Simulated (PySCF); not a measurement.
A side-by-side comparison of computed properties.

First species: C7H4F4O.
Atom-mapped SMILES: `[F:1][C:2]1=[CH:3][CH2:4][C:5]([C:6]([F:7])=[C:8]([F:9])[F:10])=[CH:11][O:12]1` (hydrogens: H13 on C3; H14, H15 on C4; H16 on C11)

Second species: C7H14N2.
SMILES with atom numbers: `[CH2:1]=[CH:2]/[CH:3]=[N:4]/[NH:5][CH2:6][CH:7]([CH3:8])[CH3:9]` (hydrogens: H10, H11 on C1; H12 on C2; H13 on C3; H14 on N5; H15, H16 on C6; H17 on C7; H18, H19, H20 on C8; H21, H22, H23 on C9)

Levels: PBE0/pcSseg-1 for dipole moment, HOMO energy, LUMO energy and HOMO–LUMO gap; GFN2-xTB for rotational constant A and rotational constant C. Geometries: GFN2-xTB. All species are isolated and taken at one optimised geometry, non-relativistic unless stated; the electronic structure was computed with PySCF and density fitting.

Dipoles, sizes and rotational constants follow the conformer. The torsions of the flexible species, by atom-mapped SMILES:
- `[F:1][C:2]1=[CH:3][CH2:4][C:5]([C:6]([F:7])=[C:8]([F:9])[F:10])=[CH:11][O:12]1`: C4–C5–C6–F7 180°
- `[CH2:1]=[CH:2]/[CH:3]=[N:4]/[NH:5][CH2:6][CH:7]([CH3:8])[CH3:9]`: C1–C2–C3–N4 -179°, C3–N4–N5–C6 -161°, N4–N5–C6–C7 78°, N5–C6–C7–C8 61°

Values for the first species:

| Item | Value |
| --- | --- |
| Dipole moment | 1.14 D |
| HOMO energy | -6.52 eV |
| LUMO energy | -1.16 eV |
| HOMO–LUMO gap | 5.36 eV |
| Rotational constant A | 2.345 GHz |
| Rotational constant C | 0.398 GHz |

Task: Estimate the same properties for the second species, and the change in each.

Result: 
```
             property      first     second  second less first
        dipole moment     1.14 D     2.12 D            +0.98 D
          HOMO energy   -6.52 eV   -5.76 eV           +0.76 eV
          LUMO energy   -1.16 eV   -0.59 eV           +0.57 eV
        HOMO–LUMO gap    5.36 eV    5.17 eV           -0.19 eV
rotational constant A  2.345 GHz  4.091 GHz         +1.746 GHz
rotational constant C  0.398 GHz  0.578 GHz         +0.180 GHz
```

On the first: The dipole equals about 3.8 × 10⁻³⁰ C·m (1 D = 3.33564 × 10⁻³⁰ C·m).

On the second: The dipole equals about 7.1 × 10⁻³⁰ C·m (1 D = 3.33564 × 10⁻³⁰ C·m).
